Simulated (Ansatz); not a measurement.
Ideal-gas functions of BBrClH₂N (`NB(Cl)Br`) at 400 K and 1 bar, from an Ansatz frequency run at PBE0-D4/def2-TZVP.

Molar mass 142.19 g/mol, point group Cs (symmetry number 1), electronic degeneracy 1, moments of inertia 79.323, 266.599, 345.921 u Å². Harmonic wavenumbers (cm⁻¹, unscaled): 215, 292, 456, 492, 543, 575, 763, 1069, 1367, 1621, 3622, 3728.

Use S(trans) = R[1.5 ln M + 2.5 ln T − 1.1517]; rotational temperatures θ = 24.2544 K / I; S(rot) = R[ln(√π/σ · √(T³/θAθBθC)) + 1.5]; for each mode x = 1.438777 ν̃/T, S = R[x/(eˣ − 1) − ln(1 − e⁻ˣ)] and H = RT x/(eˣ − 1); 1 cm⁻¹ = 0.0119627 kJ/mol; R = 8.31446 J/(mol·K).

Q: By hand: the entropy, in J/(mol·K).

A: Translation 176.8. Rotation: θ = 0.3058, 0.091, 0.0701 K, giving 117.9. Vibration, mode by mode: 10.66, 8.28, 5.07, 4.58, 3.96, 3.61, 2.12, 0.88, 0.36, 0.17, 0.00, 0.00, in all 39.7. Electronic 0.0. Sum 334.4 J/(mol·K).

Q: By hand: H − E and G − E in kJ/mol, counted from the electronic energy.

A: Zero-point energy ½ × 14743 × 0.0119627 = 88.2; thermal vibration 9.8; translation, rotation and pV give 4 RT = 13.3. H − E = 111.3 kJ/mol, and G − E = 111.3 − 400 × 334.4/1000 = -22.5 kJ/mol.

Vibration gives 12 % of the entropy. The sum counts one conformer and one mirror image; others add a mixing term.
